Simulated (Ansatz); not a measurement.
The cluster In4, relaxed as a triplet with UKS PBE0-D4/def2-SVP in Ansatz, starting from the PBE0-D4/def2-SVP geometry of the neutral singlet. Force threshold 0.02 eV/Å.

In the def2 sets In takes a core potential; there is no spin–orbit coupling. The relaxation made no stability test and no search for a lower SCF solution. The structure comes from a short search, and lower isomers may exist.

Start:

```xyz
4

In    1.622    1.143   -0.803
In   -1.624   -1.140    0.803
In    0.856    0.159    1.956
In   -0.855   -0.162   -1.956
```

```tsv
step	energy (eV)	largest force component (eV/Å)	SCF passes
1	-20697.3203	0.291	15
2	-20697.3508	0.075	20
3	-20697.3526	0.011	21
```

Force components are those of the run's own axes.

End:

```tsv
atom	x (Å)	y (Å)	z (Å)
In1	1.585	1.114	-0.784
In2	-1.585	-1.114	0.784
In3	0.835	0.157	1.910
In4	-0.835	-0.157	-1.910
```

By distances, no bond broke or formed. The bond that changes most is In1–In3, from 3.03 to 2.96 Å (atoms count from 1).

No frequencies were taken in this run, so the end may be a saddle point.

Hardware: 4 threads of Intel Xeon Platinum 8488C on a shared host. Wall time 8.5 s.
